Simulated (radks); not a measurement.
All-electron atom: the bromine ion Br+ in [Ar] 3d10 4s2 4p3.75 5p0.25 (fractional occupations, a model configuration). Method: scalar-relativistic Kohn-Sham, BP86, spin-unpolarised, spherical densities, point nucleus; computed with a radial shooting solver on a logarithmic mesh with Libxc functionals.

Radial electron density D(r) = 4 pi r^2 rho(r):

```
   r/bohr * D(r) (the largest magnitude, 51.6, reaches the edge; | marks zero)
  0.00226 | *
 0.002631 |  *
 0.003038 |  *
 0.003537 |    *
 0.004117 |     *
 0.004793 |      *
  0.00558 |        *
 0.006496 |           *
 0.007562 |              *
 0.008804 |                 *
  0.01025 |                     *
  0.01184 |                         *
  0.01378 |                              *
  0.01604 |                                  *
  0.01867 |                                      *
  0.02174 |                                          *
  0.02531 |                                            *
  0.02946 |                                             *
   0.0343 |                                             *
  0.03993 |                                           *
  0.04612 |                                        *
  0.05369 |                                      *
   0.0625 |                                     *
  0.07276 |                                      *
  0.08471 |                                          *
  0.09861 |                                               *
   0.1148 |                                                    *
   0.1336 |                                                      *
   0.1556 |                                                    *
   0.1797 |                                              *
   0.2092 |                                      *
   0.2435 |                               *
   0.2835 |                             *
     0.33 |                               *
   0.3842 |                                  *
   0.4473 |                                    *
   0.5207 |                                  *
   0.6062 |                            *
   0.7001 |                    *
    0.815 |             *
   0.9488 |        *
    1.105 |     *
    1.286 |    *
    1.497 |    *
    1.743 |   *
    2.029 |  *
    2.362 | *
    2.728 |*
    3.175 |*
    3.697 *
    4.303 *
     5.01 *
    5.832 *
     6.79 *
    7.904 *
    9.202 *
    10.63 *
    12.37 *
     14.4 *
```

D(r) has 3 maxima, at r = 0.0299, 0.134, 0.451 bohr, and minima at 0.0620, 0.286 bohr, inside which lie 2.06, 11.03 electrons.
